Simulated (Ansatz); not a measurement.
Ideal-gas functions of CH₄O₂Si, SMILES `O=CO[SiH3]` at 800 K and 1 bar, from an Ansatz frequency run at PBE0-D4/def2-TZVP.

Molar mass 76.13 g/mol, point group Cs (symmetry number 1), electronic degeneracy 1, moments of inertia 32.503, 117.126, 143.591 u Å². Harmonic wavenumbers (cm⁻¹, unscaled): 151, 179, 246, 647, 709, 729, 826, 942, 943, 956, 1060, 1240, 1389, 1812, 2262, 2273, 2275, 3060.

Use S(trans) = R[1.5 ln M + 2.5 ln T − 1.1517]; rotational temperatures θ = 24.2544 K / I; S(rot) = R[ln(√π/σ · √(T³/θAθBθC)) + 1.5]; for each mode x = 1.438777 ν̃/T, S = R[x/(eˣ − 1) − ln(1 − e⁻ˣ)] and H = RT x/(eˣ − 1); 1 cm⁻¹ = 0.0119627 kJ/mol; R = 8.31446 J/(mol·K).

Q: By hand: the entropy, in J/(mol·K).

A: Translation 183.4. Rotation: θ = 0.7462, 0.2071, 0.1689 K, giving 115.8. Vibration, mode by mode: 19.18, 17.77, 15.16, 7.51, 6.84, 6.63, 5.75, 4.86, 4.85, 4.76, 4.10, 3.18, 2.57, 1.41, 0.73, 0.72, 0.72, 0.22, in all 107.0. Electronic 0.0. Sum 406.2 J/(mol·K).

Q: By hand: H − E and G − E in kJ/mol, counted from the electronic energy.

A: Zero-point energy ½ × 21699 × 0.0119627 = 129.8; thermal vibration 45.1; translation, rotation and pV give 4 RT = 26.6. H − E = 201.5 kJ/mol, and G − E = 201.5 − 800 × 406.2/1000 = -123.5 kJ/mol.

Vibration gives 26 % of the entropy. The sum counts one conformer and one mirror image; others add a mixing term.
